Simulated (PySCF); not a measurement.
Gas-phase reaction: InH3 + C3H8 ⇌ In(CH3)3 + H2

Method: PySCF energies plus ideal-gas RRHO corrections (1 bar). † marks an energy on the PBE0/def2-TZVP geometry and frequencies; other levels use their own. MP2 and CCSD(T) freeze the core. All species are closed-shell singlets. B3LYP is the form with VWN-RPA correlation. In: scalar-relativistic def2 core potential, no spin-orbit coupling. Methyl groups turn as free rotors in In(CH3)3. InH3: computed as isolated molecules; such fragments, hydroxides, amides, oligomers or adducts are transient or little studied in the gas. MP2 isn't extrapolated to the basis-set limit; its ΔH°(298 K) is 10.6 kJ in def2-SVP and -40.6 kJ in def2-TZVPP. CCSD(T) isn't extrapolated to the basis-set limit. The harmonic model lacks anharmonicity and excited electronic states, which grow with temperature; levels with a mode under 35 cm⁻¹ are left out. Internal rotation in C3H8 is treated as a harmonic vibration of one conformer, which makes the entropy rough. Soft modes under 120 cm⁻¹ make the harmonic entropy rough for In(CH3)3.

```tsv
level	ΔE electronic, kJ	ΔH°(298 K), kJ	ΔS°(298 K), J/K	ΔG°(1200 K), kJ
B3LYP/def2-TZVP†	4	-2	4	-19
BLYP/def2-TZVP†	-6	-13	4	-29
CCSD(T)/def2-SVP†	31	25	4	8
MP2/def2-SVP†	17	11	4	-6
MP2/def2-TZVPP†	-34	-41	4	-57
PBE/def2-SVP	21	16	6	-3
PBE/def2-TZVP†	-6	-12	4	-29
PBE0/def2-SVP†	30	24	4	7
ωB97X-V/def2-TZVP†	6	-1	4	-17
```
ΔH° is lowest at MP2/def2-TZVPP† and highest at CCSD(T)/def2-SVP†. No reference value is set beside these.
